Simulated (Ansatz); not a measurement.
PBE exchange is replaced step by step with exact exchange (0 % is PBE, 25 % PBE0; no dispersion term), basis def2-TZVP, Ansatz. System: BCl3. Charge 0, multiplicity 1. Geometry: PBE-D4/def2-TZVP.

Geometry of the singlet:

Cartesian coordinates in Å:
```
B 0.000 0.000 0.000
Cl -0.742 0.111 1.578
Cl -0.700 -1.033 -1.224
Cl 1.442 0.922 -0.354
```

```csv
exact exchange (%),HOMO (eV),LUMO (eV),gap (eV)
0,-7.67,-2.66,5.01
5,-7.96,-2.48,5.48
10,-8.24,-2.30,5.95
15,-8.53,-2.11,6.42
25,-9.11,-1.75,7.37
35,-9.70,-1.37,8.33
```

(1) Fit a straight line to the column «gap (eV)» against the share of exact exchange and predict its value at 50 %.

## Answers

(1) With x = exact exchange (%) and y = gap (eV): mean x = 15, mean y = 6.427; Σ(x − x̄)(y − ȳ) = 80.6, Σ(x − x̄)² = 850; slope b = 0.09482, intercept a = ȳ − b·x̄ = 5.005. The residuals of the fitted rows reach 0.01. At x = 50 the line gives 5.005 + (0.09482 × 50) = 9.75; the run gave 9.77, 0.02 more than the line.
